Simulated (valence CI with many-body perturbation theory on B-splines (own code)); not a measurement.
# Zn²³⁺: E2, M1, M2 decay

Method: configuration interaction combined with many-body perturbation theory (CI+MBPT): five valence electrons over a frozen Dirac-Fock core [He], a basis of 9 s, 9 p, 8 d, 6 f, 3 g, 1 h functions for each j, with the one-electron correlation potential Σ1, the two-electron term Σ2, the three-electron term Σ3, Breit, model QED; selected CI, second order for the rest (own B-spline code, finite nucleus).

No measured spectrum was set against this ion. As an estimate, levels of excited configurations hold to 0.05 to 0.15 % of their energy, terms of the ground configuration to about 0.5 %. Among the levels kept, up to 2200 cm⁻¹ of a level comes from second order outside the variational space, and about a tenth of that is noise between levels of different J, which matters for small intervals.

Lines 1 to 45 of 45 in falling wavelength, among levels below 102.08 Ry, chosen from the decays that carry over 1 % of a level's rate. Wavelengths and rates use the calculated energies, so an error of 900 cm⁻¹ moves a line at 59.03 nm by 0.53 % and its rate by three times that or more. Electric multipoles are in the length gauge, E1 and E2 with the static RPA response of the core. Weak lines are less certain than strong ones. Lines between different terms over intervals too small for the method are left out, as are lines whose strength nearly cancels.

Names give the largest LS component (configuration and term), which can be under half, so a name can repeat, a term be missing and a line seem to break the LS rules; names also repeat where a configuration has a term twice. Letters in brackets count levels of one name in rising energy.

```tsv
λ vac (nm)	Upper	Lower	Type	A (s⁻¹)	Branch %
150.7	2s2 2p3 2D°_5/2	2s2 2p3 2D°_3/2	M1	2.06e+03	13.1
69.76	2s2 2p3 2P°_3/2	2s2 2p3 2P°_1/2	M1	1.74e+04	3.9
59.03	2s2 2p3 2P°_1/2	2s2 2p3 2D°_3/2	M1	1.18e+04	6.4
53.20	2s2 2p3 2D°_3/2	2s2 2p3 4S°_3/2	M1	9.79e+04	100.0
40.59	2s2 2p3 2P°_3/2	2s2 2p3 2D°_5/2	M1	6.63e+04	15.0
39.32	2s2 2p3 2D°_5/2	2s2 2p3 4S°_3/2	M1	1.37e+04	86.8
31.98	2s2 2p3 2P°_3/2	2s2 2p3 2D°_3/2	M1	2.91e+05	66.1
27.98	2s2 2p3 2P°_1/2	2s2 2p3 4S°_3/2	M1	1.72e+05	93.5
19.97	2s2 2p3 2P°_3/2	2s2 2p3 4S°_3/2	M1	6.53e+04	14.8
1.033	2s2 2p2 3d 2G_9/2	2s 2p4 2D_5/2	E2	6.34e+07	1.7
0.9936	2s2 2p2 3p 4D°_1/2	2s2 2p3 2D°_3/2	E2	9.83e+08	2.6
0.9930	2s2 2p2 3p 4D°_3/2 [b]	2s2 2p3 2P°_1/2	E2	5.38e+08	1.1
0.9860	2s2 2p2 3p 2S°_1/2	2s2 2p3 2D°_5/2	E2	2.33e+09	6.6
0.9798	2s2 2p2 3p 4D°_5/2	2s2 2p3 2D°_5/2	E2	5.17e+08	2.5
0.9795	2s2 2p2 3p 2S°_1/2	2s2 2p3 2D°_3/2	E2	2.76e+09	7.8
0.9791	2s2 2p2 3p 2P°_3/2 [a]	2s2 2p3 2P°_1/2	E2	2.24e+09	1.9
0.9785	2s2 2p2 3p 4P°_5/2	2s2 2p3 2D°_5/2	E2	3.69e+09	5.2
0.9776	2s2 2p2 3p 2D°_5/2 [a]	2s2 2p3 2P°_3/2	E2	2.61e+09	5.9
0.9772	2s2 2p2 3p 2F°_5/2	2s2 2p3 2P°_1/2	E2	1.94e+09	2.0
0.9766	2s2 2p2 3p 4D°_3/2 [b]	2s2 2p3 2D°_3/2	E2	3.98e+09	8.2
0.9763	2s2 2p2 3p 2F°_7/2	2s2 2p3 2P°_3/2	E2	1.06e+09	2.1
0.9759	2s2 2p2 3p 2D°_3/2 [a]	2s2 2p3 2D°_5/2	E2	2.12e+09	1.6
0.9755	2s2 2p2 3p 2D°_5/2 [b]	2s2 2p3 2P°_3/2	E2	4.10e+09	4.4
0.9754	2s2 2p2 3p 4D°_1/2	2s2 2p3 4S°_3/2	E2	5.48e+09	14.3
0.9736	2s2 2p2 3p 4D°_7/2	2s2 2p3 2D°_5/2	E2	1.27e+09	5.3
0.9734	2s2 2p2 3p 4D°_5/2	2s2 2p3 2D°_3/2	E2	1.30e+09	6.3
0.9716	2s2 2p2 3p 4P°_1/2	2s2 2p3 2D°_3/2	E2	2.56e+09	3.7
0.9696	2s2 2p2 3p 2D°_3/2 [a]	2s2 2p3 2D°_3/2	E2	2.10e+09	1.6
0.9693	2s2 2p2 3p 2P°_3/2 [a]	2s2 2p3 2D°_5/2	E2	2.80e+09	2.3
0.9677	2s2 2p2 3p 4D°_3/2 [a]	2s2 2p3 4S°_3/2	E2	3.53e+09	5.5
0.9675	2s2 2p2 3p 2F°_5/2	2s2 2p3 2D°_5/2	E2	1.06e+09	1.1
0.9637	2s2 2p2 3p 2P°_1/2 [a]	2s2 2p3 2D°_5/2	E2	7.19e+09	4.8
0.9624	2s2 2p2 3p 2P°_1/2 [c]	2s2 2p3 2P°_3/2	E2	2.95e+09	2.3
0.9618	2s2 2p2 3p 2S°_1/2	2s2 2p3 4S°_3/2	E2	4.03e+08	1.1
0.9576	2s2 2p2 3p 2P°_1/2 [a]	2s2 2p3 2D°_3/2	E2	3.59e+09	2.4
0.9559	2s2 2p2 3p 4D°_5/2	2s2 2p3 4S°_3/2	E2	2.73e+09	13.2
0.9546	2s2 2p2 3p 2D°_5/2 [a]	2s2 2p3 2D°_5/2	E2	1.58e+09	3.6
0.9534	2s2 2p2 3p 2F°_7/2	2s2 2p3 2D°_5/2	E2	2.88e+09	5.8
0.9522	2s2 2p2 3p 2D°_3/2 [a]	2s2 2p3 4S°_3/2	E2	1.32e+09	1.0
0.9501	2s2 2p2 3p 4D°_7/2	2s2 2p3 4S°_3/2	E2	4.05e+09	17.0
0.9486	2s2 2p2 3p 2D°_5/2 [a]	2s2 2p3 2D°_3/2	E2	1.47e+09	3.3
0.9474	2s2 2p2 3p 2F°_7/2	2s2 2p3 2D°_3/2	E2	2.22e+09	4.5
0.9461	2s2 2p2 3p 2P°_3/2 [c]	2s2 2p3 2P°_1/2	E2	3.19e+09	1.9
0.9457	2s2 2p2 3d 4F_9/2	2s2 2p3 2D°_5/2	M2	3.48e+07	1.0
0.9442	2s2 2p2 3p 2F°_5/2	2s2 2p3 4S°_3/2	E2	1.26e+09	1.3
```
